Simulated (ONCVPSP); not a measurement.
What one change does to a pseudopotential (Sr (Z = 38), ONCV)

Sr (Z = 38), optimised norm-conserving Vanderbilt (ONCV), made with ONCVPSP 4.0.1 (PBE, scalar-relativistic). Core [Ar] 3d10, reference 4s2 4p6 5s1.5 5p0.5. Waves: 4s+5s: rc 2.45 bohr, ncon 4, nbas 7, qcut 5 1/bohr, 2 projectors; 4p+5p: rc 2.95 bohr, ncon 4, nbas 8, qcut 3.7 1/bohr, 2 projectors; d scattering state at 0.25 Ha: rc 2.45 bohr, ncon 4, nbas 9, qcut 4.4 1/bohr, local. Local part: the d channel. Core correction: Teter function, fcfact 2.75, rcfact 1.75.

In the d channel the program set the typed energies aside and used 0.050 Ha.

Change: p: rc 3.86.

Cutoffs: the cutoffs (Ha) at which the residual kinetic energy of the hardest occupied pseudo-wave falls to 1 and 0.1 mHa per electron; they do not see the model core or the augmentation charge, which bear on the density cutoff. Errors are all-electron minus pseudo energies relative to the spin-unpolarised reference configuration.

Q: Predict the effect on cutoff, ghosts and configuration errors.

A: The potential gets neither clearly harder nor softer (6.9 Ha and 9.3 Ha → 6.9 Ha and 9.3 Ha); the s channel sets the loose cutoff, while the largest relative change is in p, which becomes softer; of the 4 tests that both files solve, the error grows in 4 and shrinks in 0 by more than 15 % and 0.3 meV (median size 0.8 → 2.9 meV); neither file shows a bound ghost. More of the atom is replaced by a form fitted at one configuration, so other configurations suffer.

```tsv
quantity	base	changed
cutoff, loose	6.9 Ha	6.9 Ha
cutoff, tight	9.3 Ha	9.3 Ha
loose cutoff by channel	s 6.9 Ha, p 5.9 Ha	s 6.9 Ha, p 4.8 Ha
bound ghosts	none	none
GHOST(+) flags under 300 eV	s at 169.7 eV	s at 169.7 eV
error for 4s2 4p6 5s2 5p0, meV [ΔE -1.14 eV]	-0.4	-0.9
error for 4s2 4p6 5s1 5p0, meV [ΔE 4.75 eV]	-1.0	-4.7
error for 4s2 4p6 5s0 5p0, meV [ΔE 15.76 eV]	-14	-62
error for 4s2 4p6 5s1 5p1, meV [ΔE 1.16 eV]	-0.5	-1.1
s: phases at 2.49 bohr within 0.05 rad from the reference energy up to (Ha; the scan ends near 5)	2.9	2.9
d: phases at 2.49 bohr within 0.05 rad from the reference energy up to (Ha; the scan ends near 5)	1.2	1.2
rms error of d²Exc/dni dnj with the model core, mHa	2.61	2.93
```
